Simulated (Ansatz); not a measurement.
An input meant for ZrH₄ (charge 0, singlet; atoms displaced at random, 0.15 Å in each coordinate).

```yaml
crystal:
  periodic: [false, false, false]
  atoms:
    - {symbol: Zr, position_ang: [0.307239, 0.016904, -0.067244]}
    - {symbol: H, position_ang: [0.120720, -0.006716, 1.809321]}
    - {symbol: H, position_ang: [1.789992, 0.140648, -0.522158]}
    - {symbol: H, position_ang: [-0.923664, 1.473456, -0.584084]}
    - {symbol: H, position_ang: [-0.884041, -1.421081, -0.255862]}
basis:
  gaussian: {orbitals: def2-mTZVP}
total_charge: 3
magnetization: {spin_polarized: true, initial_magnetization: 1}
hamiltonian: {xc: {name: BHLYP}}
output: {forces: true}
```

```sh
$ ansatz run in.yaml --threads 4 --pin off --events-out ev --progress --plain --max-ram 3916MiB
```

Shortened log:

```
Functional definition: BHLYP
537 factors; integrals over basis functions are off by at most 2.2e-4 eV
mean field evaluation 1: about -1282.1965 eV, gradient 1.5e1 eV
mean field evaluation 2: about -1275.4315 eV, gradient 2.9e1 eV
mean field evaluation 4: about -1286.3939 eV, gradient 7.6e0 eV
mean field evaluation 8: about -1288.6617 eV, gradient 2.6e0 eV
mean field evaluation 16: about -1288.8099 eV, gradient 4.7e-2 eV
mean field evaluation 32: about -1268.3182 eV, gradient 2.6e1 eV
mean field evaluation 64: about -1273.2646 eV, gradient 2.0e1 eV
mean field evaluation 96: about -1270.7696 eV, gradient 3.0e1 eV
mean field evaluation 128: about -1288.8001 eV, gradient 4.7e-1 eV
mean field evaluation 160: about -1288.6622 eV, gradient 1.9e0 eV
mean field evaluation 192: about -1288.6053 eV, gradient 1.6e0 eV
mean field -1288.81565609 eV, -47.3631017708 hartree, gradient 5.3e-5 eV, S^2 1.759795; 8 other end points of the search recorded, 0 dependent functions left out
reference -1288.81579194 eV, -47.3631067630 hartree; 7, 6 occupied and 38, 39 virtual orbitals, 537 factors
Total energy: -1288.81579194 eV, -47.3631067630 hartree
Atom 0 at     0.307239     0.016904    -0.067244 Å, force     0.356051     0.182315    -1.366944 eV/Å
Atom 1 at     0.120720    -0.006716     1.809321 Å, force    -0.370962    -0.067284     3.214255 eV/Å
Atom 2 at     1.789992     0.140648    -0.522158 Å, force     3.455310     0.333070    -1.026073 eV/Å
Atom 3 at    -0.923664     1.473456    -0.584084 Å, force    -1.523953     1.711094    -0.598687 eV/Å
Atom 4 at    -0.884041    -1.421081    -0.255862 Å, force    -1.916447    -2.159196    -0.222551 eV/Å
Dipole moment:    -0.479836     0.014881     0.200850 e Å
```

Problem. What is wrong with this run?

Solution. The charge is far from what the species holds (3 typed, 0 meant). The calculation finished and met its thresholds. The result belongs to that input, not to the species as meant. The charge 3 doublet is spin-contaminated (final ⟨S²⟩ up to 1.76, 0.75 for a pure state).
